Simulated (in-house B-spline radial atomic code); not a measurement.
## PBE excitations of V⁵⁺

Method: PBE. Computed with an all-electron radial atomic-structure program (B-spline basis): linear response of the closed shell [Ne] 3s2 3p6 with the functional's adiabatic kernel; scalar-relativistic (spin-free one-electron X2C), finite nucleus, no spin-orbit coupling, no double excitations, S, P, D and F terms only. Only terms of natural parity with L up to 3 were computed.

Command:
```bash
python run_td.py task.json out
```
Settings (radii: box in bohr, nucleus in fm):
```
Z                        23
electrons                18
configuration            [Ne] 3s2 3p6
hamiltonian              x2c
method                   pbe,pbe
box_radius               16.35
rms_radius               3.6002
intervals                71
```

Time taken, with all properties: 0.7 s on 1 thread of Intel(R) Xeon(R) Platinum 8375C CPU @ 2.90GHz (Ice Lake) (shared host).

The lowest states, in the order of their Tamm-Dancoff energies; the method's threshold (minus the highest occupied level) is 117.41 eV. Labels give the largest channel, * marks a mixed state, and oscillator strengths are full-response dipole values. Semilocal kernels can invert the small singlet-triplet splittings of Rydberg terms. Energies in eV:

```csv
state,full response,Tamm-Dancoff,oscillator strength
3p → 3d 3P,?,?,-
3p → 3d 3F,38.95,39.12,-
3p → 3d 1F,?,?,-
3p → 3d 1P,55.09,57.53,3.85
3p → 4s 3P,65.48,65.49,-
3p → 4s 1P,66.29,66.35,0.23
3s → 3d 3D,67.08,67.15,-
3s → 3d 1D,71.44,71.54,-
3p → 4p 3S,72.60,72.62,-
3p → 4p 3D,73.26,73.27,-
```

(1) Where does 3p → 3d 3P lie?

(2) Where does 3p → 3d 1F lie?

(3) How large is the singlet-triplet splitting of 3p → 3d (F terms) in Tamm-Dancoff?

(4) What polarisabilities and dispersion coefficient does the method give?

## Answers

(1) At 38.57 eV in full response, 38.71 eV in Tamm-Dancoff.

(2) At 42.69 eV in full response, 42.71 eV in Tamm-Dancoff.

(3) 3.59 eV, from the unrounded values.

(4) Dipole 1.081 bohr³, quadrupole 1.15 bohr⁵, C6 1.965 hartree·bohr⁶ for two such species.
